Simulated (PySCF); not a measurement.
Positional isomers: benzothiophene methyl+silyl. Gas-phase values, no solvent. Strings in code marks are SMILES.

The S1–T1 gap (TDA) from two functionals at the same geometries (B3LYP-D3(BJ)/def2-SVP), both in PySCF: PBE-D3(BJ)/def2-TZVP and B3LYP-D3(BJ)/def2-TZVP. B3LYP has the VWN-RPA correlation part, as in Gaussian. Excitations are Tamm–Dancoff values on a coarser integration grid. The basis has no diffuse functions, so Rydberg states are missing or too high.

```tsv
species	PBE-D3(BJ)/def2-TZVP (eV)
`Cc1c([SiH3])ccc2ccsc12`	1.02
`c1c(c2sccc2cc1C)[SiH3]`	0.92
`Cc1cc([SiH3])cc2sccc12`	1.00
`Cc1cc2c([SiH3])cccc2s1`	0.99
```

### Question
What does B3LYP-D3(BJ)/def2-TZVP give for each?

### Answer

- `Cc1c([SiH3])ccc2ccsc12`: 1.22
- `c1c(c2sccc2cc1C)[SiH3]`: 1.14
- `Cc1cc([SiH3])cc2sccc12`: 1.20
- `Cc1cc2c([SiH3])cccc2s1`: 1.24
Over these rows, drawn at random from the members with no instability flagged (it was tested for open shells, ions and some series alone), PBE minus B3LYP-D3(BJ): mean -0.22 eV, from -0.25 eV to -0.20 eV.
